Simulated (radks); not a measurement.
Values are calculated unless marked as measured or tabulated.
All-electron atom: Nd IV in [Xe] 4f3. Code: a radial shooting solver on a logarithmic mesh with Libxc functionals. Model: Dirac Kohn-Sham, PBEsol, spin-unpolarised, spherical densities, finite nucleus; open shells fill j = l - 1/2 first; Fermi nuclear charge, rms radius 4.9123 fm.

Normalised radial functions P(r) = r R(r) (large component), r in bohr:

r	5p1/2
0.00292	0.0089
0.003372	0.0108
0.003864	0.0131
0.004462	0.0160
0.005112	0.0194
0.005857	0.0235
0.006764	0.0289
0.007749	0.0350
0.008878	0.0424
0.01025	0.0518
0.01175	0.0624
0.01357	0.0756
0.01554	0.0900
0.01781	0.1064
0.02057	0.1257
0.02356	0.1454
0.02721	0.1669
0.03117	0.1866
0.03572	0.2040
0.04125	0.2173
0.04726	0.2222
0.05414	0.2162
0.06253	0.1945
0.07164	0.1564
0.08273	0.0961
0.09478	0.0211
0.1086	-0.0666
0.1254	-0.1640
0.1437	-0.2469
0.1646	-0.3049
0.1901	-0.3213
0.2178	-0.2811
0.2515	-0.1750
0.2882	-0.0237
0.3302	0.1544
0.3813	0.3333
0.4369	0.4511
0.5045	0.4816
0.578	0.4009
0.6622	0.2177
0.7648	-0.0565
0.8762	-0.3442
1.004	-0.6088
1.159	-0.8163
1.328	-0.9156
1.534	-0.9115
1.757	-0.8190
2.013	-0.6696
2.325	-0.4874
2.664	-0.3258
3.052	-0.1961
3.525	-0.1010
4.038	-0.0471
4.664	-0.0178
5.343	-0.0060

5p1/2: eigenvalue -50.404 eV, 3 radial nodes at r = 0.0981, 0.294, 0.744 bohr, <r> = 1.59 bohr, 90 % of the charge inside 2.31 bohr.
